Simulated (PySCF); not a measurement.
C3H4F2Si, SMILES C#CC(F)(F)[SiH3]. The structure is a stationary point at PBE0-D3(BJ)/def2-SVP. This is a generated structure with no PubChem entry under its InChIKey; it may be hypothetical.

Give the equilibrium geometry at PBE0-D3(BJ)/def2-SVP (PySCF confirms it by a frequency run) as a Z-matrix, and its point group. (Estimate from the structure and the level; the computed values follow.)

point group Cs.
```
C
F 1 1.3639
F 1 1.3639 2 106.99
C 1 1.4617 2 109.92 3 119.32
C 4 1.2097 2 148.52 1 -172.45
H 5 1.0752 2 158.77 1 -176.41
Si 1 1.9361 2 108.60 3 -117.05
H 7 1.4892 1 108.23 2 177.85
H 7 1.4892 8 110.95 1 -118.61
H 7 1.4892 8 111.03 9 -123.98
```
Charge 0, spin multiplicity 1.
